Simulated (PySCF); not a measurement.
**Sb⁺ (antimony, charge +1) across methods**

[Kr] 4d10 5s2 5p1 6s1, high-spin 3P determinant (an excited configuration). Calculation: PySCF 2.14, in aug-cc-pwCVTZ-PP with ECP28MDF (8s7p6d4f1g, 96 functions); a scalar-relativistic core potential.

```json
{"method": "PBE0", "E (hartree)": "-239.5869", "mean ε 5s β (eV)": "-24.379", "mean ε 5p α (eV)": "-16.346", "mean ε 6s α (eV)": "-6.970", "Σ⟨r²⟩ (bohr²)": "66.57", "⟨S²⟩": "2.002"}
{"method": "TPSS", "E (hartree)": "-239.4849", "mean ε 5s β (eV)": "-23.236", "mean ε 5p α (eV)": "-15.258", "mean ε 6s α (eV)": "-6.535", "Σ⟨r²⟩ (bohr²)": "66.04", "⟨S²⟩": "2.002"}
{"method": "HSE06", "E (hartree)": "-239.5853", "mean ε 5s β (eV)": "-24.074", "mean ε 5p α (eV)": "-15.932", "mean ε 6s α (eV)": "-6.648", "Σ⟨r²⟩ (bohr²)": "66.62", "⟨S²⟩": "2.002"}
{"method": "r2SCAN", "E (hartree)": "-239.6610", "mean ε 5s β (eV)": "-23.596", "mean ε 5p α (eV)": "-15.556", "mean ε 6s α (eV)": "-6.551", "Σ⟨r²⟩ (bohr²)": "66.27", "⟨S²⟩": "2.004"}
{"method": "UHF", "E (hartree)": "-238.65771", "mean ε 5s β (eV)": "-26.261", "mean ε 5p α (eV)": "-19.223", "mean ε 6s α (eV)": "-7.715", "Σ⟨r²⟩ (bohr²)": "69.57", "⟨S²⟩": "2.009"}
{"method": "PW91", "E (hartree)": "-239.6720", "mean ε 5s β (eV)": "-23.491", "mean ε 5p α (eV)": "-15.234", "mean ε 6s α (eV)": "-6.610", "Σ⟨r²⟩ (bohr²)": "65.83", "⟨S²⟩": "2.001"}
{"method": "PBE", "E (hartree)": "-239.5812", "mean ε 5s β (eV)": "-23.396", "mean ε 5p α (eV)": "-15.173", "mean ε 6s α (eV)": "-6.590", "Σ⟨r²⟩ (bohr²)": "65.98", "⟨S²⟩": "2.001"}
```

Q: Estimate the same row for LDA.

A: E (hartree) = -239.2019; mean ε 5s β (eV) = -23.900; mean ε 5p α (eV) = -15.273; mean ε 6s α (eV) = -6.629; Σ⟨r²⟩ (bohr²) = 65.92; ⟨S²⟩ = 2.001.

Energies and moments cover only the electrons outside the core potential. The outer electron is Rydberg-like, and this basis confines it to a smaller radius and binds it less than a complete one would.
